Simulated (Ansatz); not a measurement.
`CN(C)[CH2][AlH2]` and `C[N](C)[MgH]` differ in one atom or group.

Ansatz, PBE0-D4/def2-TZVP geometries, multiplicity 1. Each molecule was computed in one conformer, which needn't be the lowest.

| property | `CN(C)[CH2][AlH2]` |
| --- | --- |
| LUMO energy (ωB97M-V/def2-TZVPP) / eV | 0.26 |
| HOMO energy (B3LYP/def2-TZVPP) / eV | -5.90 |
| LUMO energy (PBE/def2-TZVPP) / eV | -2.09 |
| zero-point energy (PBE0-D4/def2-TZVP) / kJ/mol | 321.1 |
| HOMO–LUMO gap (ωB97M-V/def2-TZVPP) / eV | 8.66 |
| ideal-gas entropy at 298 K and 1 bar (rigid rotor, harmonic PBE0-D4/def2-TZVP) / J/(mol·K) | 355 |

Problem. What does the change do to each property? (Best estimate.)

Solution. The calculation gave: 
```json
{"property": "LUMO energy (ωB97M-V/def2-TZVPP) / eV", "`C[N](C)[MgH]`": "0.77", "shift": "0.51"}
{"property": "HOMO energy (B3LYP/def2-TZVPP) / eV", "`C[N](C)[MgH]`": "-5.26", "shift": "0.64"}
{"property": "LUMO energy (PBE/def2-TZVPP) / eV", "`C[N](C)[MgH]`": "-1.23", "shift": "0.86"}
{"property": "zero-point energy (PBE0-D4/def2-TZVP) / kJ/mol", "`C[N](C)[MgH]`": "225.2", "shift": "-95.9"}
{"property": "HOMO–LUMO gap (ωB97M-V/def2-TZVPP) / eV", "`C[N](C)[MgH]`": "8.50", "shift": "-0.16"}
{"property": "ideal-gas entropy at 298 K and 1 bar (rigid rotor, harmonic PBE0-D4/def2-TZVP) / J/(mol·K)", "`C[N](C)[MgH]`": "318", "shift": "-37"}
```

With PBE0 the HOMO rises by 0.66 eV and the LUMO rises by 0.80 eV, so the gap widens by about 0.14 eV. PBE moves the HOMO by 0.55 eV and ωB97M-V by 0.68 eV. The zero-point energy changes by -95.9 kJ/mol with -12 modes.

B3LYP here is the variant with VWN-RPA as its local correlation; programs differ in this.
